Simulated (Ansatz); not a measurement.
A made-up structure of AlSiH4Se (charge +1), singlet:

| atom | x (Å) | y (Å) | z (Å) |
| --- | --- | --- | --- |
| Al1 | -1.6093 | 0.4854 | 0.0364 |
| Si2 | 0.9320 | 0.4460 | 0.2778 |
| Se3 | 2.1483 | -1.2698 | -0.3042 |
| H4 | -2.0624 | -0.8833 | -0.5777 |
| H5 | -2.2728 | 1.8151 | 0.5215 |
| H6 | 1.8822 | 1.4633 | 0.7926 |
| H7 | -2.2259 | -0.5234 | -0.9189 |

It is relaxed with PBE-D4/def2-SVP and then PBE0-D4/def2-TZVP (Ansatz 0.2.0). Atoms count as bonded within 1.22 times the sum of their covalent radii (H–H: 0.88 Å). The end point is not checked to be a true minimum.

(1) Does its bonding change? (Judge from chemistry; the calculation decides.)

## Answers

(1) By the calculation: Yes. Formed: Se3–H4; broken: Al1–H4, H4–H7.

Where it ends: The first stage lowers the energy by 4.99 eV in 25 steps. It ends as AlSiH₄Se ([AlH2][SiH][SeH]), total charge +1:
```
7
angstrom
Al -1.9705 0.9359 0.0982
Si 0.5406 0.5036 0.2513
Se 1.4568 -1.3350 -0.4849
H 0.1690 -1.8997 -0.9295
H -2.4183 2.3279 0.6508
H 1.6510 1.3255 0.7940
H -2.6364 -0.3249 -0.5523
```

Labels in which every atom is bracketed show which atoms are joined, not bond orders.

For scale, one of the runs: PBE0-D4/def2-TZVP relaxation, 146 basis functions, launched by `ansatz run in.yaml --threads 2 --pin off --events-out ev --progress --plain --max-ram 4352MiB`. The run took about 18 s on 2 CPU threads of an Arm Neoverse V1 (shared host).
